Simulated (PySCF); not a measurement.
Species: C6H13Si2 (doublet state).
Numbering: `[CH:1]1[CH2:2][Si@H:3]2[CH2:4][CH2:5][Si@@H:6]1[CH2:7][CH2:8]2` (hydrogens: H9 on C1; H10, H11 on C2; H12 on Si3; H13, H14 on C4; H15, H16 on C5; H17 on Si6; H18, H19 on C7; H20, H21 on C8)

Level of theory: PySCF, PBE0-D3(BJ)/def2-SVP geometry optimisation, gas phase.

Task: Give the optimised bond lengths and angles.

Result: 
| bond | length (bohr) | order |
| --- | --- | --- |
| C1–C2 | 2.845 | single |
| C2–Si3 | 3.598 | single |
| Si3–C4, Si3–C8 | 3.587 | single |
| C4–C5, C7–C8 | 2.935 | single |
| C5–Si6, Si6–C7 | 3.600 | single |
| C1–Si6 | 3.516 | single |
| C1–H9 | 2.073 | single |
| C2–H10, C2–H11 | 2.095 | single |
| Si3–H12 | 2.828 | single |
| C4–H13, C8–H20 | 2.085 | single |
| C4–H14, C8–H21 | 2.084 | single |
| C5–H15, C7–H18 | 2.083 | single |
| C5–H16, C7–H19 | 2.085 | single |
| Si6–H17 | 2.825 | single |

Bonds in one row agree within 0.02 bohr and their mean is given. Orders are formal, as drawn. A selection of angles:
| angle | degrees |
| --- | --- |
| C2–C1–Si6 | 116.5 |
| C1–C2–Si3 | 109.1 |
| C2–Si3–C4 | 104.6 |
| C2–Si3–C8 | 106.9 |
| C4–Si3–C8 | 105.4 |
| Si3–C4–C5 | 111.2 |
| C4–C5–Si6 | 110.9 |
| C5–Si6–C7 | 104.4 |
| C1–Si6–C5 | 106.0 |
| C1–Si6–C7 | 104.0 |

Torsions: Si6–C1–C2–Si3 -18° (synperiplanar); C1–C2–Si3–C4 -46° (synclinal); C2–Si3–C4–C5 72° (synclinal); Si3–C4–C5–Si6 -24° (synperiplanar); C4–C5–Si6–C7 72° (synclinal); C5–Si6–C7–C8 -43° (synclinal); Si6–C7–C8–Si3 -21° (synperiplanar); C2–C1–Si6–C5 66° (synclinal); C2–Si3–C8–C7 -42° (synclinal).

Si6 (silicon bonded to 3 C and H) is distorted tetrahedral (angles from 104.0° to 114.2°). The C–Si distances run from 1.861 Å (C1–Si6, drawn single) to 1.906 Å (C5–Si6, drawn single), a spread of 0.045 Å. Si3 (silicon bonded to 3 C and H) is distorted tetrahedral (angles from 104.6° to 113.4°). The 6-membered ring C1–C2–Si3–C8–C7–Si6 has internal angles of 104.0° to 116.5° (sum 659°, against 720° for a flat polygon); it is puckered, 0.42 Å rms from its mean plane, widest ring torsion 68°. The 6-membered ring Si3–C4–C5–Si6–C7–C8 has internal angles of 104.4° to 111.6°; it is puckered, 0.43 Å rms from its mean plane, widest ring torsion 72°. C1 (carbon bonded to C, Si and H) is planar (angles 125.5°, 118.0° and 116.5°, sum 360.0°, 0.02 Å off the plane of its three neighbours). The 6-membered ring C1–C2–Si3–C4–C5–Si6 has internal angles of 104.6° to 116.5°; it is puckered, 0.42 Å rms from its mean plane, widest ring torsion 72°.

No frequency check. ⟨S²⟩ = 0.755 (exact for a doublet: 0.75).

Time: 3.7 min of wall time. Hardware: x86-64 server, one thread, no GPU (shared host). That covers the optimisation of the geometry.
